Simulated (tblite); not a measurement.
C₆H₁₁N₃.
Numbering: `[CH3:1][CH2:2][C@@H:3]([CH3:4])[n:5]1[n:6][cH:7][cH:8][n:9]1` (hydrogens: H10, H11, H12 on C1; H13, H14 on C2; H15 on C3; H16, H17, H18 on C4; H19 on C7; H20 on C8)

Computed with GFN2-xTB (tblite), gas phase: L-BFGS steps from a force-field or distance-geometry start until the largest atomic force falls under 0.01 eV/Å.

Step 0: E = -740.4375 eV
```
atom  x, y, z in Å  |  force x, y, z in eV/Å
C1     -1.8003   -1.0562    0.9956   -0.629  -0.010   0.115
C2     -1.4588    0.3809    0.5978    0.512  -0.185   0.839
C3     -0.5132    0.4485   -0.6116   -0.329   0.435  -0.226
C4     -0.3405    1.9078   -1.0816    0.117  -0.009   0.604
N5      0.7710   -0.1758   -0.3634   -0.227   0.076  -0.067
N6      1.1903   -1.2128   -1.1280    0.874   1.831   2.463
C7      2.3894   -1.4644   -0.5852   -0.303  -0.125  -0.275
C8      2.6396   -0.5712    0.4740   -0.102   0.108   0.041
N9      1.6037    0.2548    0.6090   -0.607  -1.692  -2.011
H10    -2.2746   -1.5856    0.1624    0.175   0.090   0.123
H11    -0.9281   -1.6154    1.3146    0.106   0.040  -0.052
H12    -2.5246   -1.0535    1.8298    0.364   0.031  -0.337
H13    -1.0052    0.8802    1.4805   -0.025  -0.189  -0.552
H14    -2.3810    0.9108    0.3816   -0.052   0.086  -0.237
H15    -0.9871   -0.0960   -1.4393    0.247  -0.198   0.094
H16     0.3170    1.9550   -1.9342    0.148  -0.034  -0.283
H17    -1.3010    2.3466   -1.3471    0.057  -0.154   0.012
H18     0.1009    2.5141   -0.2847   -0.073  -0.165  -0.086
H19     3.0025   -2.2649   -0.9624   -0.036   0.158   0.095
H20     3.4949   -0.4919    1.1298   -0.215  -0.094  -0.263
```

Step 1: E = -740.6100 eV
```
atom  x, y, z in Å  |  force x, y, z in eV/Å
C1     -1.8093   -1.0563    0.9972    0.039  -0.054   0.049
C2     -1.4515    0.3782    0.6098   -0.080  -0.122   0.065
C3     -0.5179    0.4547   -0.6148   -0.165   0.132   0.077
C4     -0.3389    1.9076   -1.0730    0.098  -0.014   0.005
N5      0.7678   -0.1748   -0.3644   -0.338   0.232  -0.019
N6      1.2028   -1.1867   -1.0928   -0.295   0.459   0.308
C7      2.3851   -1.4662   -0.5892    0.541   0.080   0.486
C8      2.6381   -0.5696    0.4746    0.092  -0.379  -0.306
N9      1.5950    0.2306    0.5803   -0.362  -0.151  -0.333
H10    -2.2721   -1.5844    0.1642    0.075   0.045   0.003
H11    -0.9266   -1.6149    1.3139   -0.078   0.094  -0.084
H12    -2.5194   -1.0531    1.8250    0.087   0.020  -0.052
H13    -1.0055    0.8775    1.4727    0.182  -0.009  -0.134
H14    -2.3817    0.9120    0.3782    0.206  -0.044  -0.104
H15    -0.9836   -0.0988   -1.4380    0.172  -0.174   0.051
H16     0.3191    1.9545   -1.9382   -0.017  -0.041  -0.018
H17    -1.3001    2.3444   -1.3469    0.100  -0.141   0.047
H18     0.0999    2.5118   -0.2859    0.038  -0.027   0.121
H19     3.0019   -2.2627   -0.9610   -0.102   0.096  -0.006
H20     3.4918   -0.4933    1.1260   -0.192  -0.001  -0.152
```

Problem. Estimate the geometry and energy of step 2. (The exact step hangs on the optimiser's Hessian estimate; all steps are aligned on step 1, rigid shifts and turns removed.)

Solution. E = -740.6309 eV, largest force 0.201 eV/Å
```
atom  x, y, z in Å  |  force x, y, z in eV/Å
C1     -1.8096   -1.0572    0.9982    0.061  -0.015  -0.021
C2     -1.4521    0.3759    0.6121   -0.053  -0.060  -0.039
C3     -0.5211    0.4575   -0.6139   -0.156   0.031   0.048
C4     -0.3371    1.9074   -1.0720    0.061   0.005  -0.009
N5      0.7619   -0.1708   -0.3648   -0.097   0.096   0.027
N6      1.1993   -1.1764   -1.0840   -0.017  -0.053  -0.026
C7      2.3935   -1.4651   -0.5816   -0.110   0.129   0.096
C8      2.6395   -0.5757    0.4696   -0.072  -0.033  -0.062
N9      1.5882    0.2256    0.5718   -0.059   0.119   0.123
H10    -2.2707   -1.5835    0.1644    0.051   0.025  -0.019
H11    -0.9278   -1.6133    1.3124   -0.014   0.043  -0.052
H12    -2.5174   -1.0527    1.8236    0.019   0.009   0.023
H13    -1.0026    0.8770    1.4696    0.186   0.006  -0.068
H14    -2.3784    0.9114    0.3761    0.146  -0.029  -0.078
H15    -0.9804   -0.1020   -1.4370    0.136  -0.141   0.046
H16     0.3191    1.9538   -1.9390   -0.011  -0.044   0.001
H17    -1.2984    2.3419   -1.3461    0.077  -0.105   0.039
H18     0.1004    2.5111   -0.2841    0.047  -0.023   0.114
H19     3.0002   -2.2608   -0.9610   -0.049   0.017  -0.045
H20     3.4884   -0.4934    1.1231   -0.147   0.023  -0.096
```

The energy changes by -0.0210 eV. The first-order estimate −F·Δx gives -0.0376 eV and the mean of the old and new forces, exact on a quadratic surface, -0.0209 eV. The step makes an angle of 13° with the force vector and moves no atom by more than 0.014 Å.
